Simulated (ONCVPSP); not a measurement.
## B (Z = 5): one change to an ONCV potential, before and after

- Element: boron
- Generator: ONCVPSP 4.0.1
- Type: optimised norm-conserving Vanderbilt (ONCV)
- Functional: PBE
- Relativity: scalar-relativistic
- Frozen core: [He]
- Valence charge: 3
- Reference configuration: 2s2 2p1
- Partial waves: 2s: rc 1.70 bohr, ncon 4, nbas 8, qcut 3 1/bohr, local; 2p: rc 2.10 bohr, ncon 4, nbas 8, qcut 5.4 1/bohr, 2 projectors, debl 1.7 Ha
- Local potential: the s channel
- Core correction: polynomial model core, fcfact 0.35

Change: s: rc 1.28.

Cutoffs: the cutoffs (Ha) at which the residual kinetic energy of the hardest occupied pseudo-wave falls to 1 and 0.1 mHa per electron; they do not see the model core or the augmentation charge, which bear on the density cutoff. Errors are all-electron minus pseudo energies relative to the spin-unpolarised reference configuration.

**Question.** Predict the effect on cutoff, ghosts and configuration errors.

**Answer.** The potential gets harder (26 Ha and 57 Ha → 50 Ha and 101 Ha); of the 4 tests that both files solve, the error grows in 0 and shrinks in 3 by more than 15 % and 0.3 meV (median size 32.9 → 19.6 meV); neither file shows a bound ghost. A smaller radius makes the pseudo-wave follow the all-electron one further in, where it bends more sharply, so more plane waves are needed. Less of the atom is replaced, so other configurations are described better.

```tsv
quantity	base	changed
cutoff, loose	26 Ha	50 Ha
cutoff, tight	57 Ha	101 Ha
loose cutoff by channel	s 26 Ha, p 10 Ha	s 50 Ha, p 10 Ha
bound ghosts	none	none
GHOST(+) flags under 300 eV	none	none
error for 2s2 2p0, meV [ΔE 8.22 eV]	+48	+32
error for 2s1 2p0, meV [ΔE 33.64 eV]	+117	+107
error for 2s2 2p0.5, meV [ΔE 2.89 eV]	+6.8	+4.3
error for 2s1 2p1, meV [ΔE 14.36 eV]	-17	-7.5
p: phases at 2.13 bohr within 0.05 rad from the reference energy up to (Ha; the scan ends near 5)	to the end of the scan	to the end of the scan
rms error of d²Exc/dni dnj with the model core, mHa	1.91	1.57
```
